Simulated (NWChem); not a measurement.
System: GeH4O2; SMILES [OH][GeH2][OH]

```xyz
7

Ge     0.0000     0.0000     0.3407
O     -1.4562    -0.0454    -0.6748
O      1.4562     0.0454    -0.6748
H     -0.0898    -1.2948     1.1590
H      0.0898     1.2948     1.1590
H     -1.5590     0.7478    -1.2119
H      1.5590    -0.7478    -1.2119
```
Atoms are numbered in this order, from 1.

All runs: NWChem. All runs use the structure optimised with PBE0/def2-SVP.

Q: Estimate the computed values for PBE/3-21G. Quantities: highest occupied level (eV); orbital gap (eV); dipole (D).

A: 
```
Property                     Result
---------------------------  ------
highest occupied level (eV)   -6.23
orbital gap (eV)               6.58
dipole (D)                     0.68
```
